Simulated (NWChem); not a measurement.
System: GeICl3; SMILES [Cl][Ge]([Cl])([Cl])[I]

Here is an NWChem input.

```
start job
memory heap 200 mb stack 900 mb global 1100 mb
geometry units angstroms noautosym nocenter noautoz
  Cl     1.785656     0.944034    -1.441449
  Ge     0.000000     0.000000    -0.686849
  Cl    -0.075271    -2.018440    -1.441449
  Cl    -1.710385     1.074406    -1.441449
  I      0.000000     0.000000     1.822573
end
basis spherical
  * library def2-svp
end
ecp
  I library def2-ecp
end
dft
  xc xtpss03 ctpss03
  iterations 150
end
task dft gradient
```

Output (shortened):

```
             Northwest Computational Chemistry Package (NWChem) 7.3.0
             --------------------------------------------------------

                             Geometry "geometry" -> ""
                             -------------------------

 Output coordinates in angstroms (scale by  1.889725989 to convert to a.u.)

  No.       Tag          Charge          X              Y              Z
 ---- ---------------- ---------- -------------- -------------- --------------
    1 Cl                  17.0000     1.78565600     0.94403400    -1.44144900
    2 Ge                  32.0000     0.00000000     0.00000000    -0.68684900
    3 Cl                  17.0000    -0.07527100    -2.01844000    -1.44144900
    4 Cl                  17.0000    -1.71038500     1.07440600    -1.44144900
    5 I                   53.0000     0.00000000     0.00000000     1.82257300

 Effective nuclear repulsion energy (a.u.)    1261.9586911912

                                 NWChem DFT Module
                                 -----------------

 Summary of "ao basis" -> "ao basis" (spherical)
 ------------------------------------------------------------------------------
       Tag                 Description            Shells   Functions and Types
 ---------------- ------------------------------  ------  ---------------------
 Cl                         def2-svp                 8       18   4s3p1d
 Ge                         def2-svp                12       32   5s4p3d
 I                          def2-svp                10       26   4s4p2d

            General Information
            -------------------
          SCF calculation type: DFT
          Wavefunction type:  closed shell.
          No. of atoms     :     5
          No. of electrons :   108
           Alpha electrons :    54
            Beta electrons :    54
          Charge           :     0
          Spin multiplicity:     1
          Use of symmetry is: off; symmetry adaption is: off
          Maximum number of iterations: 150
          AO basis - number of functions:   112
                     number of shells:    46
          Convergence on energy requested:  1.00D-06
          Convergence on density requested:  1.00D-05
          Convergence on gradient requested:  5.00D-04

              XC Information
              --------------
                  TPSS metaGGA Exchange Functional  1.000
             TPSS03 metaGGA Correlation Functional  1.000

             Grid Information
             ----------------
          Grid used for XC integration:  medium
          Radial quadrature: Mura-Knowles
          Angular quadrature: Lebedev.
          Tag              B.-S. Rad. Rad. Pts. Rad. Cut. Ang. Pts.
          ---              ---------- --------- --------- ---------
          Cl                  1.00       88          11.0       590
          Ge                  1.25      112           9.0       590
          I                   1.40      123          10.0       590
          Grid pruning is: on
          Number of quadrature shells:   499
          Spatial weights used:  Erf1

      Superposition of Atomic Density Guess
      -------------------------------------

 Sum of atomic energies:       -3800.14116784

      Non-variational initial energy
      ------------------------------

 Total energy =   -3750.489809
 1-e energy   =   -7067.907210
 2-e energy   =    2441.271613
 HOMO         =      -0.353187
 LUMO         =      -0.048882

   convergence    iter        energy       DeltaE   RMS-Dens  Diis-err
 ---------------- ----- ----------------- --------- --------- ---------
 d= 0,ls=0.0,diis     1  -3754.5734702089 -4.63D+03  2.24D-02  9.35D-01
 d= 0,ls=0.0,diis     2  -3754.2690543298  3.04D-01  1.48D-02  2.95D+00
 d= 0,ls=0.0,diis     3  -3754.6992879178 -4.30D-01  1.62D-03  8.46D-02
 d= 0,ls=0.0,diis     4  -3754.7045212915 -5.23D-03  7.01D-04  1.15D-02
 d= 0,ls=0.0,diis     5  -3754.7053267331 -8.05D-04  3.10D-04  3.70D-04
  Resetting Diis
 d= 0,ls=0.0,diis     6  -3754.7053673490 -4.06D-05  1.23D-04  8.48D-05
 d= 0,ls=0.0,diis     7  -3754.7053844831 -1.71D-05  3.55D-05  1.84D-06
 d= 0,ls=0.0,diis     8  -3754.7053840943  3.89D-07  2.11D-05  4.66D-06
 d= 0,ls=0.0,diis     9  -3754.7053847798 -6.86D-07  2.27D-06  4.31D-08

         Total DFT energy =    -3754.705384779839
      One electron energy =    -7064.457229933902
           Coulomb energy =     2619.604411291836
    Exchange-Corr. energy =     -185.998354199972
 Nuclear repulsion energy =      876.145788062198

 Numeric. integr. density =      108.000000379056

                       DFT Final Molecular Orbital Analysis
                       ------------------------------------

 Vector   52  Occ=2.000000D+00  E=-2.973410D-01
              MO Center= -2.8D-05,  3.9D-06, -1.4D+00, r^2= 5.2D+00
   Bfn.  Coefficient  Atom+Function         Bfn.  Coefficient  Atom+Function
  ----- ------------  ---------------      ----- ------------  ---------------
    61      0.383096  3 Cl px                12      0.338910  1 Cl py
    80     -0.324633  4 Cl py                58      0.287069  3 Cl px
     9      0.253958  1 Cl py                77     -0.243261  4 Cl py
    79     -0.203922  4 Cl px                11     -0.179177  1 Cl px
    55      0.166335  3 Cl px                76     -0.152807  4 Cl px

 Vector   53  Occ=2.000000D+00  E=-2.677788D-01
              MO Center=  1.8D-02,  7.3D-02,  1.5D+00, r^2= 3.3D+00
   Bfn.  Coefficient  Atom+Function         Bfn.  Coefficient  Atom+Function
  ----- ------------  ---------------      ----- ------------  ---------------
    97      0.594619  5 I  px               100      0.504074  5 I  px
    94     -0.238739  5 I  px                91     -0.193753  5 I  px
    13     -0.160672  1 Cl pz                81      0.142104  4 Cl pz
    10     -0.116780  1 Cl pz                78      0.103283  4 Cl pz
     7     -0.067473  1 Cl pz                61     -0.059893  3 Cl px

 Vector   54  Occ=2.000000D+00  E=-2.677784D-01
              MO Center= -1.8D-02, -7.3D-02,  1.5D+00, r^2= 3.3D+00
   Bfn.  Coefficient  Atom+Function         Bfn.  Coefficient  Atom+Function
  ----- ------------  ---------------      ----- ------------  ---------------
    98      0.594622  5 I  py               101      0.504075  5 I  py
    95     -0.238740  5 I  py                92     -0.193753  5 I  py
    63      0.174803  3 Cl pz                60      0.127050  3 Cl pz
    81     -0.103484  4 Cl pz                78     -0.075214  4 Cl pz
    57      0.073407  3 Cl pz                13     -0.071320  1 Cl pz

 Vector   55  Occ=0.000000D+00  E=-1.359790D-01
              MO Center=  8.3D-07, -5.8D-08, -9.1D-02, r^2= 5.5D+00
   Bfn.  Coefficient  Atom+Function         Bfn.  Coefficient  Atom+Function
  ----- ------------  ---------------      ----- ------------  ---------------
    22      0.928586  2 Ge s                102      0.494404  5 I  pz
    21     -0.429509  2 Ge s                 23      0.383606  2 Ge s
    99      0.348888  5 I  pz                62     -0.309101  3 Cl py
    11      0.273452  1 Cl px                79     -0.261926  4 Cl px
    90     -0.186910  5 I  s                 59     -0.179078  3 Cl py

 Vector   56  Occ=0.000000D+00  E=-2.653795D-02
              MO Center= -1.6D-05, -6.5D-06, -7.8D-01, r^2= 4.7D+00
   Bfn.  Coefficient  Atom+Function         Bfn.  Coefficient  Atom+Function
  ----- ------------  ---------------      ----- ------------  ---------------
    35      0.892173  2 Ge pz                32      0.574588  2 Ge pz
   102      0.547210  5 I  pz                90     -0.390959  5 I  s
    22     -0.299664  2 Ge s                 62      0.290269  3 Cl py
    29     -0.263676  2 Ge pz                11     -0.256747  1 Cl px
    79      0.245956  4 Cl px                89     -0.181581  5 I  s

 Vector   57  Occ=0.000000D+00  E=-2.596435D-02
              MO Center= -5.4D-02, -7.8D-02, -4.6D-01, r^2= 4.1D+00
   Bfn.  Coefficient  Atom+Function         Bfn.  Coefficient  Atom+Function
  ----- ------------  ---------------      ----- ------------  ---------------
    33      0.878482  2 Ge px                30      0.511127  2 Ge px
     4     -0.382463  1 Cl s                 80     -0.287133  4 Cl py
    72      0.272878  4 Cl s                 11      0.269837  1 Cl px
    61     -0.246029  3 Cl px               100     -0.243985  5 I  px
    27     -0.239972  2 Ge px                13     -0.226224  1 Cl pz

     Multipole analysis of the density
     ---------------------------------

     L   x y z        total         alpha         beta         nuclear
     -   - - -        -----         -----         ----         -------
     0   0 0 0      0.000000    -54.000000    -54.000000    108.000000

     1   1 0 0      0.000003      0.000002      0.000002      0.000000
     1   0 1 0     -0.000002     -0.000001     -0.000001     -0.000000
     1   0 0 1      0.380906     47.366273     47.366273    -94.351641

     2   2 0 0    -60.803230   -216.157754   -216.157754    371.512278
     2   1 1 0     -0.000001     -0.000063     -0.000063      0.000125
     2   1 0 1     -0.000002     -0.000001     -0.000001     -0.000000
     2   0 2 0    -60.803241   -216.157716   -216.157716    371.512191
     2   0 1 1     -0.000013     -0.000007     -0.000007      0.000000
     2   0 0 2    -58.572380   -393.726184   -393.726184    728.879989

            General Information
            -------------------
          SCF calculation type: DFT
          Wavefunction type:  closed shell.
          No. of atoms     :     5
          No. of electrons :   108
           Alpha electrons :    54
            Beta electrons :    54
          Charge           :     0
          Spin multiplicity:     1
          Use of symmetry is: off; symmetry adaption is: off
          Maximum number of iterations: 150
          AO basis - number of functions:   112
                     number of shells:    46
          Convergence on energy requested:  1.00D-06
          Convergence on density requested:  1.00D-05
          Convergence on gradient requested:  5.00D-04

              XC Information
              --------------
                  TPSS metaGGA Exchange Functional  1.000
             TPSS03 metaGGA Correlation Functional  1.000

             Grid Information
             ----------------
          Grid used for XC integration:  medium
          Radial quadrature: Mura-Knowles
          Angular quadrature: Lebedev.
          Tag              B.-S. Rad. Rad. Pts. Rad. Cut. Ang. Pts.
          ---              ---------- --------- --------- ---------
          Cl                  1.00       88          11.0       590
          Ge                  1.25      112           9.0       590
          I                   1.40      123          10.0       590
          Grid pruning is: on
          Number of quadrature shells:   499
          Spatial weights used:  Erf1

          Convergence Information
          -----------------------
          Convergence aids based upon iterative change in
          total energy or number of iterations.
          Levelshifting, if invoked, occurs when the
          HOMO/LUMO gap drops below (HL_TOL):  1.00D-02
          DIIS, if invoked, will attempt to extrapolate
          using up to (NFOCK): 10 stored Fock matrices.

                    Damping( 0%)  Levelshifting(0.5)       DIIS
                  --------------- ------------------- ---------------
          dE  on:    start            ASAP                start
          dE off:    2 iters        150 iters           150 iters

                            NWChem DFT Gradient Module
                            --------------------------

  charge          =   0.00
  wavefunction    = closed shell

                         DFT ENERGY GRADIENTS

    atom               coordinates                        gradient
                 x          y          z           x          y          z
   1 Cl      3.374401   1.783966  -2.723944    0.000252   0.000134   0.000106
   2 Ge      0.000000   0.000000  -1.297956   -0.000003   0.000000  -0.001259
   3 Cl     -0.142242  -3.814299  -2.723944   -0.000011  -0.000282   0.000105
   4 Cl     -3.232159   2.030333  -2.723944   -0.000238   0.000149   0.000107
   5 I       0.000000   0.000000   3.444164    0.000000  -0.000001   0.000941
```

Level: TPSS/def2-SVP with def2 effective core potentials on I. Coordinates come from a PBE-D3(BJ)/def2-SVP optimisation. Not confirmed as a minimum by frequencies. def2 effective core potentials on I; no spin-orbit coupling.
